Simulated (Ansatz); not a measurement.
`CCCCC(=O)OCCC`. Total charge 0; spin multiplicity 1.

Z-matrix (Å, degrees):
```
C
C 1 1.518
H 1 1.094 2 111.2
H 1 1.093 2 110.9 3 119.7
H 1 1.092 2 111.6 3 -120.3
C 2 1.521 1 112.6 3 -59.4
H 2 1.097 1 109.7 3 62.4
H 2 1.094 1 109.5 3 179.1
C 6 1.517 2 113.3 1 -179.6
H 6 1.094 2 109.4 1 -57.8
H 6 1.095 2 109.4 1 58.9
C 9 1.505 6 113.3 2 70.2
H 9 1.093 6 111.9 2 -52.9
H 9 1.096 6 110.8 2 -170.8
O 12 1.203 9 125.2 6 19.8
O 12 1.340 9 111.0 6 -161.5
C 16 1.433 12 116.5 9 -176.8
C 17 1.513 16 111.9 12 84.7
H 17 1.091 16 108.9 12 -38.3
H 17 1.092 16 104.5 12 -155.1
C 18 1.519 17 113.4 16 60.0
H 18 1.094 17 108.7 16 -63.6
H 18 1.095 17 107.3 16 -178.2
H 21 1.094 18 111.2 17 60.1
H 21 1.092 18 111.2 17 -59.7
H 21 1.092 18 111.1 17 -179.8
```

(1) Give the diagnostics of a CCSD(T)/def2-TZVPP run (frozen core, the Gaussian-basis code of Ansatz). (An estimate is asked.)

Answers

(1) The calculation gave: T1 = 0.0120, largest single amplitude 0.014, largest double 0.009, (T) share of the correlation energy 3.9 %, 9 CCSD cycles. The RHF solution is stable towards an unrestricted one. T1 lies under the customary mark of 0.02 for closed shells.
